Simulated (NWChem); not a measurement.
Species: GaH₂S₂F; SMILES [F][Ga]([SH])[SH]

```xyz
6

Ga    -0.2367    -0.0107     0.0000
F     -1.9861     0.0513     0.0000
S      0.7990     1.9179     0.0000
H     -0.3708     2.5967     0.0000
S      0.6791    -1.9953     0.0000
H      1.9331    -1.4898     0.0000
```
Atoms are numbered in this order, from 1.

Computed with NWChem. Pople sets run with spherical d functions. STO-3G and 3-21G are far too small for this property and stand as cheap habits. The geometry was optimised at PBE0/def2-SVP. Vertical excitations in the gas phase; the lowest state need not have the same character in each row.

```csv
level,basis functions,"lowest excitation, singlet (eV)",oscillator strength of that lowest state,"lowest state with f > 0.02, singlet (eV)",oscillator strength of that bright state,orbital gap (eV)
"B3LYP/3-21G, TDA",61,?,0.000,?,0.043,?
"B3LYP/6-31G*, TDA",86,4.93,0.000,5.49,0.044,6.03
"B3LYP/def2-SVP, TDA",92,5.10,0.000,5.69,0.040,6.22
"B3LYP/def2-SVPD, TDA",131,4.91,0.000,5.49,0.052,5.98
"B3LYP/aug-cc-pVDZ, TDA",131,4.88,0.000,5.45,0.052,5.93
```

Some entries are withheld; supply them.


- B3LYP/3-21G, TDA, lowest excitation, singlet (eV): 5.01
- B3LYP/3-21G, TDA, lowest state with f > 0.02, singlet (eV): 5.54
- B3LYP/3-21G, TDA, orbital gap (eV): 6.09
